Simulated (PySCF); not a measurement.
Two-component Hartree-Fock for O²⁺ (oxygen, charge +2)

Start: [He] 2s2 2p2; 2p3/2 filled at m_j = +1/2, +3/2. Calculated with PySCF 2.14 in x2c-SVPall-2c with one added diffuse shell of s type (4s2p1d, 15 functions): generalised Hartree-Fock with the X2C-1e Hamiltonian and a Gaussian nucleus; one run each with spin-orbit coupling (SO) switched off, then screened by Boettger's factors. This is a chosen level, not necessarily the ground level.

```json
{"spinor shell": "1s1/2", "electrons": "2", "ε, spin-free (eV)": "-606.35", "ε, screened SO (eV)": "-606.36", "weight of nominal j (screened SO)": "1.000", "rms radius, screened SO (bohr)": "0.230"}
{"spinor shell": "2s1/2", "electrons": "2", "ε, spin-free (eV)": "-66.877", "ε, screened SO (eV)": "-66.879", "weight of nominal j (screened SO)": "1.000", "rms radius, screened SO (bohr)": "1.14"}
{"spinor shell": "2p3/2", "electrons": "2", "ε, spin-free (eV)": "-55.803", "ε, screened SO (eV)": "-55.796", "weight of nominal j (screened SO)": "0.830", "rms radius, screened SO (bohr)": "1.10"}
```

```
   quantity  spin-free  screened SO
E (hartree)  -73.05019    -73.04965
        M_J          2            2
       ⟨J²⟩      6.004        6.004
       ⟨L²⟩      2.002        2.002
       ⟨S²⟩      2.003        2.003
```

Each row is a mean over spinors that exchange with the open shell spreads, by up to 10.300 eV (2s1/2).

Rows whose weight is well below 1 are mixtures of j = l ± 1/2: exchange outweighs spin-orbit coupling there, and the label is only the starting occupation.

Without spin-orbit coupling the j labels of p, d and f shells carry no meaning; the spin-free column gives the mean over the occupied spinors of each nl shell.
